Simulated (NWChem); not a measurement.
CH3F3Sn; SMILES [CH3][Sn]([F])([F])[F]

Computed with NWChem. STO-3G and 3-21G are far too small for this property and stand as cheap habits. Structure relaxed at the PBE-D3(BJ)/def2-SVP level. def2 effective core potentials on Sn; no spin-orbit coupling. B3LYP is NWChem's, with the RPA form of VWN correlation. Field at 589 nm.

For level B3LYP/def2-SVP (core potentials):

```
Property                          Result
--------------------------------  ------
isotropic polarisability (bohr³)    41.0
anisotropy (bohr³)                  12.7
```

Q: What are these values for level B3LYP/STO-3G (all-electron, non-relativistic)?

A: isotropic polarisability (bohr³): 23.8
anisotropy (bohr³): 4.3
